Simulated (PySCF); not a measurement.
# Nuclear quadrupole coupling in `CCc1nnccc1[SiH3]`

Species: C₆H₁₀N₂Si.
Cartesian coordinates in Å at the GFN2-xTB level; atoms count from 1:
```xyz
19
C6H10N2Si angstrom
C      2.4233    0.0900   -0.2713
C      1.1993    0.3967   -1.1355
C      0.0245   -0.4050   -0.6651
N     -0.0778   -1.6127   -1.1953
N     -1.0179   -2.4349   -0.8404
C     -1.8991   -2.0709    0.0689
C     -1.8768   -0.8139    0.6673
C     -0.8806    0.0773    0.2996
Si    -0.8025    1.8116    1.0514
H      3.2804    0.6630   -0.6162
H      2.6621   -0.9689   -0.3321
H      2.2320    0.3430    0.7694
H      1.4156    0.1189   -2.1678
H      0.9706    1.4629   -1.0901
H     -2.6463   -2.8112    0.3188
H     -2.6256   -0.5438    1.3988
H      0.4832    2.0006    1.7237
H     -0.9821    2.7992   -0.0147
H     -1.8919    1.9072    2.0234
```

Field gradients from the PBE0/pcSseg-1 density (PySCF, non-relativistic), principal values in atomic units, ordered |Vxx| ≤ |Vyy| ≤ |Vzz|:

```csv
atom,Vxx,Vyy,Vzz
N4,0.5469,0.7116,-1.2585
N5,0.5178,0.8121,-1.3299
```

**Question.** Find the asymmetry η = (Vxx − Vyy)/Vzz and the couplings χ = eQV/h (234.96 MHz × Q in barn × V in au), with Q(14N) = 0.02044 b.

**Answer.** 
```
atom             environment  nucleus     η  χzz (MHz)  χxx (MHz)  χyy (MHz)
  N4  pyridine-type nitrogen      14N  0.13      -6.04       2.63       3.42
  N5  pyridine-type nitrogen      14N  0.22      -6.39       2.49       3.90
```

**Question.** What is Vzz at N4 in SI units (1 au = 9.71736 × 10²¹ V/m²)?

**Answer.** -1.2585 au = -12.229 × 10²¹ V/m².

**Question.** What couplings would deuterons (Q(2H) = 0.00286 b) have in place of the hydrogens, at this geometry?

**Answer.** 
| atom | bonded to | bond length (Å) | Vzz (au) | η | χzz (kHz) |
| --- | --- | --- | --- | --- | --- |
| H10 | C1 | 1.087 | 0.3162 | 0.02 | 212 |
| H11 | C1 | 1.087 | 0.3119 | 0.02 | 210 |
| H12 | C1 | 1.088 | 0.3129 | 0.03 | 210 |
| H13 | C2 | 1.091 | 0.3019 | 0.02 | 203 |
| H14 | C2 | 1.091 | 0.3036 | 0.04 | 204 |
| H15 | C6 | 1.081 | 0.3201 | 0.06 | 215 |
| H16 | C7 | 1.081 | 0.3210 | 0.05 | 216 |
| H17 | Si9 | 1.463 | 0.1625 | 0.02 | 109 |
| H18 | Si9 | 1.464 | 0.1615 | 0.02 | 109 |
| H19 | Si9 | 1.463 | 0.1616 | 0.03 | 109 |

One conformer (not necessarily the lowest) at the GFN2-xTB geometry, without solvent, vibrations or thermal averaging. GFN2-xTB bond lengths can be off by several hundredths of an ångström, more for odd bonds, and the gradients follow them. The basis is small and wasn't made for field gradients, so the couplings can be 20 % off.
